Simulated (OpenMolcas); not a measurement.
Pt2+ with its 6 nearest fluoride ions, on the Ca site of CsCaF3 (a = 4.526 Å, distance in the model lattice 2.263 Å). The rest of the host is ab initio model potentials to 7.6 Å, with orthogonalisation functions on the cations behind the ligands, and point charges beyond; the distance is set by hand and nothing relaxes. Ligand basis ANO-RCC-VDZP.

```
Program             : OpenMolcas 26.06
Method              : SS-CASPT2, IPEA 0.25 Eh, imaginary shift 0.1 Eh (closed shells correlated: 5s 5p and the ligand valence shells)
Basis               : ANO-RCC-VTZP [8s7p5d3f1g]
Scalar Hamiltonian  : DKH2, point nucleus
Active space        : 8 electrons in 5 orbitals (5d)
State averaging     : 2S+1 = 3 even, 10 roots; 2S+1 = 1 even, 15 roots
Spin-orbit coupling : state interaction with AMFI integrals over the reference wave functions
```

All ligands move together. At R = 2.11 Å the first state of the same spin is 19120 cm-1, and at R = 2.263 Å it is 13430 cm-1.

Problem. A third run gives 17140 cm-1. What distance was it run at?

Solution. With a power law R^-n the two known points give n = -ln(13430 / 19120) / ln(2.263 / 2.11) = 5.05. Then R = 2.11 × (19120 / 17140)^(1/5.05) = 2.156 Å. The run was at 2.164 Å, so the estimate is off by -0.008 Å.

Roots that are degenerate in the reference are averaged as groups; the widest CASPT2 spread within a group is 410 cm-1 (the 3-fold group of multiplicity 3 near 17100 cm-1 above the lowest state of its run, R = 2.164). Shifts and gaps below about the spread of the groups concerned are not significant. Over all roots computed the reference weight is 0.71 to 0.72 in R = 2.11, 0.71 to 0.72 in R = 2.164, 0.71 to 0.72 in R = 2.263; a low but even weight reflects the number of correlated electrons. Real 4d8 and 5d8 ions are as a rule square planar and diamagnetic. Ligand-to-metal charge-transfer states are missing. With no ligand orbital active B as a rule stays too high, so bands that hang on it stand too high and its fall with covalency is understated. With one d shell and no ligand orbital active, 10Dq can be off by a tenth or more. Free-ion shares, where given, are those of the reference states; single-state CASPT2 does not remix them (holds for R = 2.263). No measured value stands beside these numbers; the geometry was set by hand and not optimised.
